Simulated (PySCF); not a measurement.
A side-by-side comparison of computed properties.

First species: C₅H₇NOSi.
InChI=1S/C5H7NOSi/c8-7-5-2-1-3-6-4-5/h1-4H,8H3

Second species: allyl 2-hydroxypropanoate, C₆H₁₀O₃.
Cartesian coordinates in Å at the GFN2-xTB level; atoms count from 1:
```
atom  x, y, z in Å
C1     3.6572    0.3619   -0.0484
C2     2.4201    0.4482   -0.4965
C3     1.4614   -0.7019   -0.5417
O4     0.2694   -0.4123    0.2043
C5    -0.6871    0.2596   -0.4190
O6    -0.6471    0.6328   -1.5656
C7    -1.9131    0.4778    0.4589
C8    -2.6617   -0.8595    0.5714
O9    -2.7136    1.4812   -0.1005
H10    4.0632   -0.5645    0.3232
H11    4.3186    1.2106   -0.0447
H12    2.0189    1.3818   -0.8661
H13    1.1780   -0.9047   -1.5822
H14    1.8835   -1.5967   -0.0813
H15   -1.5994    0.8108    1.4542
H16   -3.5669   -0.7125    1.1541
H17   -2.9385   -1.2148   -0.4193
H18   -2.0315   -1.5983    1.0578
H19   -2.5210    1.5096   -1.0510
```

Levels: PBE0/pcSseg-1 for HOMO energy, LUMO energy and HOMO–LUMO gap. Geometries: GFN2-xTB. Each species is one conformer at its optimised geometry, gas phase, non-relativistic unless stated. Electronic properties by PySCF.

Dipoles, sizes and rotational constants follow the conformer. The torsions of the flexible species, by atom-mapped SMILES:
- `[SiH3:1][O:2][c:3]1[cH:4][cH:5][cH:6][n:7][cH:8]1`: Si1–O2–C3–C4 180°

The conformers of `C=CCOC(=O)[C@H](C)O` aren't listed.

Values for the first species:

```
HOMO energy   : -7.09 eV
LUMO energy   : -0.79 eV
HOMO–LUMO gap : 6.30 eV
```

Problem. Estimate the same properties for the second species, and the change in each.

Solution. 
```tsv
property	first	second	second less first
HOMO energy	-7.09 eV	-7.86 eV	-0.77 eV
LUMO energy	-0.79 eV	-0.23 eV	+0.56 eV
HOMO–LUMO gap	6.30 eV	7.63 eV	+1.33 eV
```

